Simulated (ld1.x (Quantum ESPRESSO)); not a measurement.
Results of a calculation; reference values are marked as such.
# Pseudopotentials across the periodic table

Generated with ld1.x 7.5 (TM, RRKJ, ultrasoft, PAW), atompaw 4.2 or ONCVPSP 4.0.1. The cutoff is in Ry: for ld1.x and atompaw files where the sum of valence levels is converged to 10 mRy in a Bessel basis, for ONCV files where the hardest occupied wave has 1 mHa per electron of residual kinetic energy. The error is the largest all-electron minus pseudo excitation energy over each file’s own four to seven test configurations (ionisations up to +4, promotions, holes and added fractions of an electron), all of which were solved. The labels leave out finer settings (local radius, basis sizes, second energies), which also bear on the numbers. Spin-polarised tests are not counted. The rows are a selection from randomly drawn settings: files with unsolved tests, undetermined cutoffs or missed reference levels are left out.

```csv
element,potential,cutoff (Ry),largest error (meV),bound ghosts
Zr,"TM, PBE, scalar-relativistic, rc 3.25/2.25/2.45/3.05 (spdf), local s, core correction yes, reference 4p6 4d2 5s2 5p0",25,-1111,none
Te,"RRKJ, PBEsol, scalar-relativistic, rc 1.80/1.90/1.15 (spd), local s, core correction no, reference 4d10 5s1.75 5p4.25",100,-396,none
Ir,"ultrasoft, BP86, scalar-relativistic, rc 2.35/2.75/1.60 (spd), local smoothed, core correction yes, reference 5d7 6s1.5 6p0",40,-47,none
```

(1) Fill in the row for Sn: TM, LDA (PZ), scalar-relativistic, rc 1.70/1.90/1.50 (spd), local s, core correction yes, reference 4d10 5s1.75 5p2.25.

(2) Fill in the row for Tc: TM, LDA (PZ), scalar-relativistic, rc 2.85/2.75/2.00 (spd), local s, core correction yes, reference 4d5 5s1.5 5p0.

## Answers

(1) cutoff 90 Ry, largest error -73 meV, bound ghosts: none.

(2) cutoff 40 Ry, largest error -216 meV, bound ghosts: none.
